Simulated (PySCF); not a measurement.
LiBr⁻: one state, many levels of theory

State: ²Σ⁺ (doublet), unpaired electrons σ ↑. Set-up: PySCF, spin-free X2C with a Gaussian nucleus, basis sets Li aug-cc-pVDZ-DK, Br aug-cc-pVDZ-DK. De refers to Li + Br⁻ in their ground configurations, without counterpoise correction. The functionals are run spin-unrestricted. A positive dipole points towards Br; it is taken about the centre of mass and depends on that origin.

| Level | Re (Å) | ωe (cm⁻¹) | De (eV) | μ (D) |
| --- | --- | --- | --- | --- |
| UHF | 2.353 | 406 | n/a | 9.10 |
| UHF-MP2 | 2.332 | 393 | 1.54 | n/a |
| UHF-SCS-MP2 | 2.329 | 389 | 1.52 | n/a |
| LDA | 2.282 | 433 | 1.67 | 9.10 |
| PBE | 2.335 | 408 | 1.51 | 8.92 |
| PW91 | 2.334 | 408 | 1.53 | 8.77 |
| r²SCAN | 2.334 | 411 | 1.54 | 8.95 |
| PBE0 | 2.326 | 415 | 1.52 | 8.86 |
| r²SCAN0 | 2.327 | 415 | 1.54 | 8.76 |
| CAM-B3LYP | 2.317 | 418 | 1.50 | 8.64 |

(1) What does a quarter of exact exchange do here, going from PBE to PBE0?

Correlated steps freeze 9 core orbitals. Correlated levels converge slowly with the basis: in double zeta they bind strong bonds too weakly, by up to about 1 eV, and carry superposition errors of some tenths. Spin–orbit coupling is left out. For an ion De counts to the pair picked by the measured ionisation energies or electron affinities, which need not be the lowest pair at this level. The highest Kohn–Sham level is positive in this anion. Much of that is self-interaction error, but it also means that the finite basis helps to hold the extra electron. The state was picked by a PBE0 search and need not be the measured ground state.

## Answers

(1) PBE0 less PBE: -0.9 pm in Re, +1.7 % in ωe, +0.01 eV in De. Exact exchange removes part of the self-interaction that spreads semilocal densities, and in most molecules shortens and stiffens the bond and lowers De; so it does here.
